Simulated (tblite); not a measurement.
Isomers of C5H12OSi. Level: GFN2-xTB in tblite, geometry and Hessian alike; calculated harmonic values, unscaled, isolated species. Against measured fundamentals such values can be off by several per cent, at times by over 20. Modes of hydrogen on silicon can be 10 to 20 % off. One conformer each.

Electronic energies: GFN2-xTB at the same geometries; isomer energies are rough at this level and their order can be wrong.

```csv
SMILES,"electronic energy, lowest = 0 (kJ/mol)"
C[SiH2]COC1CC1,271.3
O[SiH2]C1CCCC1,0.0
CC(C)[C@H]1CO[SiH2]1,76.7
CCC[C@H]1OC[SiH2]1,255.1
C[C@H](C=O)CC[SiH3],215.2
C[C@@H](O)[C@H]1CC[SiH2]1,224.9
C[Si]1(C)CCCO1,71.0
```

Task: How do GFN2-xTB zero-point energies change the relative energies?

Result: 
| SMILES | ZPE (kJ/mol) | of it from modes above 1550 cm⁻¹ | electronic (kJ/mol) | with ZPE, lowest = 0 (kJ/mol) | lowest mode (cm⁻¹) | rings |
| --- | --- | --- | --- | --- | --- | --- |
| O[SiH2]C1CCCC1 | 417.8 | 209.4 | 0.0 | 0.0 | 15i | 1 |
| C[Si]1(C)CCCO1 | 424.1 | 216.3 | 71.0 | 77.2 | 73 | 1 |
| CC(C)[C@H]1CO[SiH2]1 | 416.4 | 207.0 | 76.7 | 75.3 | 86 | 1 |
| C[C@H](C=O)CC[SiH3] | 401.3 | 210.7 | 215.2 | 198.7 | 58 | 0 |
| C[C@@H](O)[C@H]1CC[SiH2]1 | 412.3 | 209.6 | 224.9 | 219.4 | 49 | 1 |
| CCC[C@H]1OC[SiH2]1 | 411.4 | 204.9 | 255.1 | 248.6 | 57 | 1 |
| C[SiH2]COC1CC1 | 405.1 | 207.2 | 271.3 | 258.6 | 40 | 1 |

The zero-point energies span 22.8 kJ/mol, from `C[C@H](C=O)CC[SiH3]` to `C[Si]1(C)CCCO1`. Slightly imaginary modes are left out of the zero-point energy: `O[SiH2]C1CCCC1` 15.0i cm⁻¹. The lowest isomer stays, but the order above it changes.

Task: What do entropy and thermal enthalpy add at 298.15 K and 1 bar (rigid rotor, harmonic oscillator, one conformer each)?

Result: 
```tsv
SMILES	point group	symmetry number	S (J/(mol K))	H − H(0) (kJ/mol)	ZPE + H − H(0) − TS (kJ/mol)
C[Si]1(C)CCCO1	C1	1	398.8	27.72	332.9
CC(C)[C@H]1CO[SiH2]1	C1	1	379.2	25.86	329.2
C[C@H](C=O)CC[SiH3]	C1	1	413.5	29.10	307.1
C[C@@H](O)[C@H]1CC[SiH2]1	C1	1	388.6	26.51	322.9
CCC[C@H]1OC[SiH2]1	C1	1	393.5	26.75	320.8
C[SiH2]COC1CC1	C1	1	413.0	28.36	310.3
```

Not tabulated: `O[SiH2]C1CCCC1` (lowest mode only 15i cm⁻¹).
